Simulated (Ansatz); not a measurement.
Four-centre ligand exchange

Start structure (SnH$_{5}$BrO, singlet), relaxed at PBE0-D4/def2-TZVP:

```
8
angstrom
Sn -0.7217 0.8293 -0.4581
O -0.1894 -0.6294 0.8039
H -0.7953 0.0108 -1.9371
H -2.2283 1.3867 0.1082
H 0.4848 2.0255 -0.3703
H 1.1635 -1.3584 0.3463
Br 2.4259 -1.8975 -0.2194
H -0.1393 -0.3671 1.7267
```

The step: SnH₄O ([OH][SnH3]) + HBr → SnH₃Br ([Br][SnH3]) + H₂O; bonds formed: Sn1–Br7, O2–H6; bonds broken: Sn1–O2, H6–Br7. Program: Ansatz 0.2.0. Basis: def2-TZVPP and def2-QZVPP. Cores are frozen in the correlated methods. Filled d shells of the heavier atoms are correlated. Core potentials replace the inner electrons of the atoms past krypton. The def2 sets are not built for correlating such inner shells, so the correlated values are less sure here. Extrapolation: Hartree–Fock as exp(−7.88 √X), correlation as X^−2.97. Energies below are by CCSD(T) at an estimated basis limit (MP2 extrapolated from triple and quadruple zeta, plus CCSD(T) − MP2 in triple zeta).

(1) What are the electronic barrier and the energy of the step, from the start structure to the end structure? (To be estimated.)

The T1 diagnostic stays at or below 0.011.

Results:

(1) The calculation gives: Barrier 8.3 kJ/mol; step energy -86.4 kJ/mol (downhill); reverse barrier, their difference, 94.7 kJ/mol. Barrier and step energy count from the start structure, the reverse barrier from the end structure.

The saddle point: One imaginary mode of 160i cm⁻¹.
| pair | start (Å) | saddle (Å) | end (Å) |
| --- | --- | --- | --- |
| Sn1–Br7 | 4.17 | 3.55 | 2.51 |
| O2–H6 | 1.60 | 1.25 | 0.96 |
| Sn1–O2 | 2.00 | 2.05 | 3.12 |
| H6–Br7 | 1.48 | 1.65 | 2.70 |

Zero-point energy (harmonic, PBE0-D4): ZPE is 108.8 kJ/mol at the start and 107.0 kJ/mol at the saddle, so the barrier goes from 8.3 to 6.5 kJ/mol.

Labels in which every atom is bracketed show which atoms are joined, not bond orders.

For scale, one of the runs: CCSD(T)/def2-TZVPP, 199 basis functions (an equivalent command: `ansatz run in.yaml --threads 4`). Time: 2.3 min of wall clock on 4 CPU threads; the host was shared. Peak host memory: 2.8 GiB.
